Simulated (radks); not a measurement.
Results of a calculation; reference values are marked as such.
Species: Nd18+. Configuration: [Kr] 4d5 5s1 (not the ground configuration).

Level of theory: Dirac Kohn-Sham, BLYP, spin-unpolarised, spherical densities, finite nucleus; open shells are shared between the two j in proportion to 2j + 1; Fermi nuclear charge, rms radius 4.9123 fm (a radial shooting solver on a logarithmic mesh with Libxc functionals).

Energy parts (hartree):
| part | energy |
|---|---|
| total | -9502.5996 |
| kinetic | 10258.5828 |
| electron-nucleus | -22508.5532 |
| Hartree | 2954.2191 |
| exchange-correlation | -206.8483 |

Orbitals (lengths in bohr, moments of r in powers of bohr; r(90%) holds 90 % of the orbital's charge):
\begin{tabular}{lrrrrrr}
orbital & occ. & eigenvalue (hartree) & r(90%) & <r^4> & <r> & <1/r> \\ \hline
1s1/2 & 2 & -1610.608 & 0.0426 & 1.527e-06 & 0.02363 & 66.05 \\
2s1/2 & 2 & -274.7108 & 0.156 & 0.0002476 & 0.1005 & 15.64 \\
2p1/2 & 2 & -260.8589 & 0.139 & 0.0001548 & 0.08419 & 15.62 \\
2p3/2 & 4 & -241.7346 & 0.147 & 0.0001962 & 0.09060 & 14.04 \\
3s1/2 & 2 & -72.54329 & 0.389 & 0.009753 & 0.2650 & 5.686 \\
3p1/2 & 2 & -66.64283 & 0.382 & 0.008967 & 0.2546 & 5.602 \\
3p3/2 & 4 & -62.79113 & 0.399 & 0.01069 & 0.2668 & 5.206 \\
3d3/2 & 4 & -52.54981 & 0.371 & 0.007916 & 0.2379 & 5.077 \\
3d5/2 & 6 & -51.71379 & 0.376 & 0.008357 & 0.2417 & 4.978 \\
4s1/2 & 2 & -26.34442 & 0.823 & 0.1991 & 0.5778 & 2.494 \\
4p1/2 & 2 & -24.03503 & 0.842 & 0.2169 & 0.5856 & 2.411 \\
4p3/2 & 4 & -23.06456 & 0.872 & 0.2497 & 0.6074 & 2.286 \\
4d3/2 & 2 & -19.21864 & 0.912 & 0.2929 & 0.6213 & 2.133 \\
4d5/2 & 3 & -19.02636 & 0.921 & 0.3046 & 0.6278 & 2.104 \\
5s1/2 & 1 & -13.04018 & 1.51 & 2.344 & 1.088 & 1.294 \\
5p1/2 & 0 & -12.09097 & 1.57 & 2.709 & 1.124 & 1.244 \\
5p3/2 & 0 & -11.76273 & 1.61 & 3.017 & 1.155 & 1.198 \\
6s1/2 & 0 & -7.91455 & 2.42 & 15.74 & 1.766 & 0.7971 \\
\end{tabular}

The highest occupied level is 5s1/2 at -354.84 eV. Summed over all electrons, <r^2> = 8.152 bohr^2, which gives a Langevin (diamagnetic) susceptibility term of -6.46 x 10^-6 cm^3/mol. The density falls to 0.001 e/bohr^3 at r = 1.97 bohr. The electron density at the nucleus is 4.542e+05 e/bohr^3.
